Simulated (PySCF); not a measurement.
**Towards the basis-set limit for GeF**

State: ²Π, doublet, unpaired electrons π ↑. De refers to Ge + F. ROHF-based CCSD(T) in PySCF 2.14 with Ge cc-pwCVDZ-PP with ECP10, F aug-cc-pVDZ and Ge cc-pwCVTZ-PP with ECP10, F aug-cc-pVTZ (frozen core orbitals: 5; scalar-relativistic core potentials). Correlation energies are extrapolated as n⁻³ (n = 2, 3), Hartree–Fock as (n+1)·exp(−9√n).

| Level | Re (Å) | ωe (cm⁻¹) | ωexe (cm⁻¹) | αe (cm⁻¹) | De (eV) |
| --- | --- | --- | --- | --- | --- |
| CCSD(T)/DZ | 1.7729 | 633.7 | 2.69 | 0.00247 | 5.011 |
| CCSD(T)/TZ | 1.7500 | 659.3 | 3.13 | 0.00266 | 5.219 |
| HF/CBS | 1.7270 | 697.0 | 3.48 | 0.00274 | 3.527 |
| MP2/CBS | 1.7481 | 660.4 | 3.07 | 0.00264 | 5.552 |
| CCSD/CBS | 1.7399 | 675.2 | 3.18 | 0.00266 | 5.099 |
| CCSD(T)/CBS | 1.7466 | 663.5 | 3.15 | 0.00267 | 5.286 |

Problem. How much is left between CCSD(T)/TZ and the basis-set limit, and how much do the triples give at the limit?

Solution. CCSD(T)/CBS less CCSD(T)/TZ: -3.4 mÅ in Re, +4.2 cm⁻¹ in ωe and +0.067 eV in De. CCSD(T)/CBS less CCSD/CBS: +6.7 mÅ in Re, -11.7 cm⁻¹ in ωe and +0.187 eV in De.

The T1 diagnostic is 0.019. The state was picked by a PBE0 search and need not be the measured ground state. Spin–orbit coupling, excitations beyond (T) and corrections to the Born–Oppenheimer picture are left out.

The whole job (state search and all basis sets along the bond) took about 40 min on 4 threads of Intel Xeon Platinum 8259CL @ 2.50GHz (shared host), peak memory 11 GiB.
